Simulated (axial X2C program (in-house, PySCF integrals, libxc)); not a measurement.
**Outer orbitals of BeAl at 2.431 Å, HF**

All values were computed with an in-house all-electron X2C program for linear molecules (integrals from PySCF). Spin-free means the one-electron spin-free X2C Hamiltonian; two-component (2c) means X2C with spin–orbit coupling and atomic mean-field two-electron Coulomb and Gaunt terms, so the difference of the two also holds small scalar two-electron terms. Basis: Al dyall-v3z [8s8p2d1f], Be dyall-cv3z [8s8p3d1f] (cores contracted in-house); Gaussian nuclei, density fitting, unrestricted open shells. Masses: Al 26.982 u, Be 9.012 u.

The distance is close to the 2c PBE0 minimum; the highest filled and lowest empty levels are listed.

Spin-free orbitals, state M_S = 1/2, Λ = 1 (beyond evenly filled blocks: π+α) (Löwdin shares):

```
symmetry  occupied  ε (eV)              atomic character
      σα       yes  -12.99  55% Al s, 29% Be s, 10% Be p
      σβ       yes  -11.62   55% Al s, 31% Be s, 8% Be p
      σα       yes   -7.76  35% Be s, 31% Al p, 21% Al s
      σβ       yes   -7.36  34% Be s, 33% Al p, 20% Al s
     π+α       yes   -5.90   62% Al p, 33% Be p, 2% Be d
     π-α        no   -0.12            53% Al p, 45% Be p
      σα        no    0.00  48% Be p, 28% Al p, 17% Be s
      σβ        no    0.05  50% Be p, 28% Al p, 15% Be s
     π-β        no    0.45            56% Be p, 43% Al p
     π+β        no    0.45            56% Be p, 43% Al p
```

Spinors with spin–orbit coupling (state Ω = 1/2):

| ω | occupied | ε (eV) | atomic character | λ mixture |
| --- | --- | --- | --- | --- |
| -1/2 | yes | -12.99 | 55% Al s, 29% Be s, 10% Be p | 100% σ |
| 1/2 | yes | -11.62 | 55% Al s, 31% Be s, 8% Be p | 100% σ |
| -1/2 | yes | -7.76 | 35% Be s, 31% Al p, 21% Al s | 100% σ |
| 1/2 | yes | -7.36 | 34% Be s, 33% Al p, 20% Al s | 100% σ |
| 1/2 | yes | -5.91 | 62% Al p, 33% Be p, 2% Be d | 100% π |
| -3/2 | no | -0.12 | 53% Al p, 46% Be p | 100% π |
| -1/2 | no | 0.00 | 48% Be p, 28% Al p, 17% Be s | 100% σ |
| 1/2 | no | 0.05 | 50% Be p, 28% Al p, 15% Be s | 100% σ |
| -1/2 | no | 0.45 | 56% Be p, 43% Al p | 100% π |
| 3/2 | no | 0.46 | 56% Be p, 43% Al p | 100% π |

Mulliken charges and populations of the two-component result (they depend on the basis, above all on diffuse functions):

Al -0.03 e (s 5.90 p 7.07 d 0.06), Be 0.03 e (s 3.59 p 0.36 d 0.01). ⟨Lz⟩ = 1.00 ħ and ⟨Sz⟩ = -0.50 ħ (-0.36 and -0.14 on the two atoms), which add up to Ω.

The state is one determinant whose occupation by symmetry is held fixed; it was picked as the lowest of a PBE0 search that is not exhaustive. PBE0 can misorder states that lie within some tenths of an eV, so this need not be the ground state of the molecule. The nearest other spin-free determinant of the search, M_S = 1/2, Λ = 0, lies 0.15 eV up at the distance of the search.
